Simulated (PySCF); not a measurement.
C₂H₈AlN.
Cartesian coordinates in Å at the PBE0-D3(BJ)/def2-SVP level; atoms count from 1:
```
atom  x, y, z in Å
C1    -0.3520    1.3931   -0.0005
N2     0.0757    0.0180    0.0779
C3    -0.9264   -0.9064   -0.3923
Al4    1.6773   -0.4862    0.6848
H5    -1.2626    1.5765    0.6037
H6     0.4333    2.0716    0.3671
H7    -0.5924    1.6916   -1.0403
H8    -1.8636   -0.8316    0.1943
H9    -0.5698   -1.9453   -0.3185
H10   -1.1958   -0.7194   -1.4508
H11    1.9935   -2.0417    0.7021
H12    2.6700    0.6563    1.1632
```

The closed-shell ground state was solved at several levels (PySCF, density fitting, gas phase, non-relativistic).

| level | basis functions | total energy (Eh) | HOMO (eV) | LUMO (eV) | gap (eV) | dipole (D) |
| --- | --- | --- | --- | --- | --- | --- |
| wB97X-D/def2-SVPD | 148 | -377.9957 | -8.30 | 0.92 | 9.22 | 0.89 |
| B97-2/pcSseg-2 | 263 | -378.2323 | -6.21 | -0.85 | 5.36 | 0.90 |

Question: Estimate the row for PBE0/pcSseg-1, a basis of 115 functions; the other rows only guide the guess.

Answer: Total energy -377.9030 Eh, HOMO -6.44 eV, LUMO -0.77 eV, gap 5.67 eV, dipole 1.08 D.

Question: Over all these levels, which gives the widest orbital gap and which the narrowest?

Answer: wB97X-D/def2-SVPD (range-separated hybrid) has the widest, 9.22 eV, and B97-2/pcSseg-2 (global hybrid, 21 % exact exchange) the narrowest, 5.36 eV. Functional and basis both differ between the two, so the spread mixes both effects.

Question: How far do the dipole and the HOMO energy spread over the levels?

Answer: The dipole runs from 0.89 to 1.08 D (mean 0.96 D) and the HOMO from -8.30 to -6.21 eV.

wB97X-D is run here without its empirical dispersion term; that term would change no orbital, density or response property at a fixed geometry.
